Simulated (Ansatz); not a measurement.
Reaction (ligand exchange at the Si–O bond): `C[SiH](O)O` + CH₃OH → `CO[SiH](C)O` + H₂O

Gas-phase electronic energies from Ansatz, PBE0-D4/def2-TZVP geometries. CBS: MP2 limit from def2 TZ/QZ plus the TZ coupled-cluster correction, frozen cores. This one scheme is used for every species. DFT in def2-TZVPP. One conformer a species, not always the lowest.

```
             level  ΔE (kcal/mol)
            PBE-D4            0.1
           PBE0-D4            0.1
               PBE            1.0
     HF/def2-TZVPP            1.1
CCSD(T)/def2-TZVPP           -0.2
     HF/def2-QZVPP            0.9
    MP2/def2-QZVPP           -0.7
      HF/CBS(def2)            0.9
```

(1) What does CCSD(T)/CBS give? (Estimate.)

Largest T1 diagnostic among the species: 0.011.

## Answers

(1) The calculation gave: -0.6 kcal/mol. The listed levels differ from it by 0.7, 0.7, 1.6, 1.7, 0.4, 1.5, -0.1, 1.5 kcal/mol.

In def2-TZVPP, CCSD(T) changes the Hartree–Fock value by −1.3 kcal/mol (the triples alone add −0.2 kcal/mol) and MP2 by −1.5 kcal/mol. The D4 term adds −1.3 kcal/mol with B3LYP and −0.8 kcal/mol with PBE0; it sums over pairs of atoms, weighted by their polarisabilities, and B3LYP, whose exchange is more repulsive, gets the larger term.

B3LYP here is the variant with VWN-RPA as its local correlation; programs differ in this.
